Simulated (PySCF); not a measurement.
## Magnetisability: SMILES [C@H]1(OC)CCCC=C1Cl, C$_{7}$H$_{11}$ClO

Geometry:
```csv
atom,x (Å),y (Å),z (Å)
C1,2.634,0.371,0.656
O2,1.535,-0.447,0.343
C3,0.667,0.057,-0.657
C4,-0.298,-1.077,-1.011
C5,-1.218,-1.333,0.178
C6,-2.110,-0.121,0.426
C7,-1.362,1.168,0.300
C8,-0.138,1.248,-0.197
Cl9,0.624,2.801,-0.384
H10,2.332,1.278,1.191
H11,3.185,0.659,-0.248
H12,3.279,-0.225,1.300
H13,1.263,0.348,-1.539
H14,0.285,-1.969,-1.237
H15,-0.877,-0.797,-1.892
H16,-1.832,-2.217,0.001
H17,-0.592,-1.516,1.051
H18,-2.565,-0.179,1.417
H19,-2.928,-0.102,-0.303
H20,-1.889,2.063,0.600
```

Level of theory: GIAO B3LYP/pcSseg-1 magnetisability, rotational g tensor and spin-rotation constants, non-relativistic, gas phase in PySCF. Geometry: GFN2-xTB.

(1) What are the magnetisability and the molar susceptibility?

(2) Split it along the inertial axes a, b, c into diamagnetic and paramagnetic parts about the centre of mass, with the quadrupole moment.

(3) And the rotational g tensor?

Results:

(1) Isotropic -1516 × 10⁻³⁰ J/T², or -91.3 × 10⁻⁶ cm³/mol; principal values -1604, -1520, -1425 × 10⁻³⁰ J/T², anisotropy 156 × 10⁻³⁰ J/T² (root of half the summed squared differences of the principal values). The susceptibility is in cgs units.

(2) 
| axis | χ (10⁻⁶ cm³/mol) | diamagnetic (10⁻⁶ cm³/mol) | paramagnetic (10⁻⁶ cm³/mol) | summed x² of all electrons (Å²) | quadrupole Θ (D Å) |
| --- | --- | --- | --- | --- | --- |
| a | -96.0 | -807.5 | 711.5 | 211.3 | +0.52 |
| b | -87.9 | -1079.8 | 991.9 | 147.1 | -0.14 |
| c | -90.1 | -1520.8 | 1430.7 | 43.2 | -0.38 |

Anisotropies 2χaa − χbb − χcc = -14.2 and 2χbb − χaa − χcc = +10.4 × 10⁻⁶ cm³/mol. Θ is traceless in Buckingham's convention.

(3) 
```tsv
axis	rotational constant (GHz)	g	nuclear part	electronic part
a	1.7896	-0.0112	0.5870	-0.5982
b	1.2526	-0.0124	0.5713	-0.5837
c	0.8510	-0.0075	0.5645	-0.5720
```
Asymmetric top; isotopes 12C, 35Cl, 1H, 16O; no vibrational averaging.
